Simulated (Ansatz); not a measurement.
Tantalum pentafluoride. The species carries charge 0 and has multiplicity 1. Ta: def2 effective core potential.

```json
{"atom": "F1", "x (Å)": "0.066", "y (Å)": "1.458", "z (Å)": "-1.178"}
{"atom": "Ta2", "x (Å)": "0.000", "y (Å)": "0.000", "z (Å)": "0.000"}
{"atom": "F3", "x (Å)": "-1.828", "y (Å)": "0.209", "z (Å)": "0.155"}
{"atom": "F4", "x (Å)": "0.696", "y (Å)": "-1.094", "z (Å)": "-1.314"}
{"atom": "F5", "x (Å)": "-0.067", "y (Å)": "-1.457", "z (Å)": "1.179"}
{"atom": "F6", "x (Å)": "1.133", "y (Å)": "0.885", "z (Å)": "1.158"}
```

List the harmonic frequencies (cm⁻¹, unscaled) at PBE0-D4/def2-TZVP in Ansatz. (An estimate is asked.)

Ansatz gave: 104, 105, 206, 206, 240, 279, 279, 651, 671, 711, 711, 742.

Is this a minimum?

Yes, all 12 modes are real.

Give the ideal-gas thermochemistry at 298.15 K and 1 bar (rigid rotor, harmonic oscillator; point group D3h, symmetry number 6).

Zero-point energy 29.3 kJ/mol; H(298) − E = 51.1 kJ/mol; entropy 352.2 J/(mol·K), of which translation 178.9, rotation 100.8, vibration 72.5; G(298) − E = -53.9 kJ/mol.
